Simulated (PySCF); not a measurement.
**Functional dependence of a UV spectrum**

Compound: carbon diselenide, CSe₂.
Cartesian coordinates in Å at the PBE0-D3(BJ)/def2-SVP level; atoms count from 1:
```xyz
3
CSe2 angstrom
Se    -1.6815    0.1809   -0.0120
C      0.0077    0.1019   -0.0085
Se     1.6968    0.0225   -0.0046
```

Linear-response calculations in the def2-SVPD basis (PySCF; singlets by full response, triplets Tamm–Dancoff, core orbitals frozen in the response; HF means time-dependent Hartree–Fock). 'Strongest' is the level of largest summed f among the singlets computed (10 roots, of which the last may lack a degenerate partner); it can jump between rows when another state enters that window. S1 is the lowest singlet of each run and needn't be the same state throughout; f(S1) is that of one state. Geometry: PBE0-D3(BJ)/def2-SVP; no solvent, vibrations or thermal averaging. Relativistic effects, spin–orbit coupling among them, are left out although an element past zinc is present.

```json
{"functional": "LDA", "kind": "LDA", "S1 (eV)": "3.31", "f(S1)": "0.000", "strongest (eV)": "5.71", "T1 (eV)": "2.88", "HOMO (eV)": "-6.51", "gap (eV)": "3.31", "ionisation energy, ΔSCF (eV)": "9.60"}
{"functional": "PBE", "kind": "GGA", "S1 (eV)": "3.33", "f(S1)": "0.000", "strongest (eV)": "5.66", "T1 (eV)": "2.77", "HOMO (eV)": "-6.36", "gap (eV)": "3.33", "ionisation energy, ΔSCF (eV)": "9.35"}
{"functional": "PBE0", "kind": "global hybrid, 25% exact exchange", "S1 (eV)": "3.27", "f(S1)": "0.000", "strongest (eV)": "5.80", "T1 (eV)": "2.67", "HOMO (eV)": "-7.33", "gap (eV)": "4.97", "ionisation energy, ΔSCF (eV)": "9.39"}
{"functional": "BHandHLYP", "kind": "global hybrid, 50% exact exchange", "S1 (eV)": "3.18", "f(S1)": "0.000", "strongest (eV)": "5.83", "T1 (eV)": "2.64", "HOMO (eV)": "-8.11", "gap (eV)": "6.59", "ionisation energy, ΔSCF (eV)": "9.23"}
{"functional": "CAM-B3LYP", "kind": "range-separated hybrid", "S1 (eV)": "3.06", "f(S1)": "0.000", "strongest (eV)": "5.71", "T1 (eV)": "2.61", "HOMO (eV)": "-8.40", "gap (eV)": "7.04", "ionisation energy, ΔSCF (eV)": "9.37"}
{"functional": "wB97X-D", "kind": "range-separated hybrid", "S1 (eV)": "3.09", "f(S1)": "0.000", "strongest (eV)": "5.74", "T1 (eV)": "2.63", "HOMO (eV)": "-8.97", "gap (eV)": "8.22", "ionisation energy, ΔSCF (eV)": "9.35"}
{"functional": "LC-wPBE", "kind": "range-separated hybrid", "S1 (eV)": "2.87", "f(S1)": "0.000", "strongest (eV)": "5.76", "T1 (eV)": "2.44", "HOMO (eV)": "-9.60", "gap (eV)": "9.14", "ionisation energy, ΔSCF (eV)": "9.34"}
{"functional": "HF", "kind": "Hartree–Fock", "S1 (eV)": "3.10", "f(S1)": "0.000", "strongest (eV)": "5.93", "T1 (eV)": "2.43", "HOMO (eV)": "-9.37", "gap (eV)": "9.95", "ionisation energy, ΔSCF (eV)": "not settled"}
```

Question: What does B3LYP (global hybrid, 20% exact exchange) give?

Answer: S1 (eV) 3.25, f(S1) 0.000, strongest (eV) 5.71, T1 (eV) 2.73, HOMO (eV) -7.10, gap (eV) 4.60, ionisation energy, ΔSCF (eV) 9.40. S1 runs from 2.87 eV (LC-wPBE) to 3.33 eV (PBE), a spread of 0.45 eV, while the orbital gap spreads over 6.6 eV. −ε(HOMO) comes closest to its own ΔSCF ionisation energy with LC-wPBE (+0.26 eV) and misses most with LDA (-3.08 eV). 'Not settled' means that the ion's SCF failed to converge or may have ended in another state than the lowest.
